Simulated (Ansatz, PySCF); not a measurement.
Caution: the restricted solution is unstable towards spin-unrestricted or complex orbitals, so a lower solution exists and this singlet may not be the ground state. This singlet is an excited state, 0.12 eV above the relaxed triplet at the level B3LYP/cc-pVTZ // PBE0-D3(BJ)/def2-TZVP (Ansatz, an electronic-structure program).

Cartesian coordinates (Å):
SMILES: [C-]#[N+][CH]
```xyz
4

C      1.6585    -0.1331    -0.1550
N      0.4874     0.0688    -0.0180
C     -0.7408     0.4661     0.1735
H     -1.4051    -0.4018    -0.0004
```
Charge 0, spin multiplicity 1.

Problem. What is the computed dipole moment, HOMO and total energy (PBE0-D3(BJ)/def2-TZVP in PySCF)?

Solution. 
```
Item                  Value
-------------  ------------
dipole moment        1.96 D
HOMO               -7.45 eV
total energy   -131.2630 Ha
```
